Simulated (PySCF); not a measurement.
A structure optimised at PBE-D3(BJ)/def2-SVP, used in a PySCF frequency run:

```xyz
15

C     -0.1507     2.8179     0.0000
C      0.4371     1.4055     0.0000
C     -0.6178     0.2921     0.0000
B     -0.0838    -1.1963     0.0000
N      1.2804    -1.5397     0.0000
F     -0.9840    -2.2146     0.0000
H     -0.7883     2.9859     0.8932
H     -0.7883     2.9859    -0.8932
H      0.6386     3.5972     0.0000
H      1.0995     1.2854     0.8871
H      1.0995     1.2854    -0.8871
H     -1.2949     0.4060    -0.8786
H     -1.2949     0.4060     0.8786
H      2.0263    -0.8465     0.0000
H      1.6033    -2.5073     0.0000
```
Charge 0, spin multiplicity 1.

Q: Write its SMILES, formula and point group.

A: CCCB(N)F, C₃H₉BFN, Cs

Q: What are its rotational constants (standard atomic weights)?

A: 7.5258, 1.6465, 1.3861 GHz
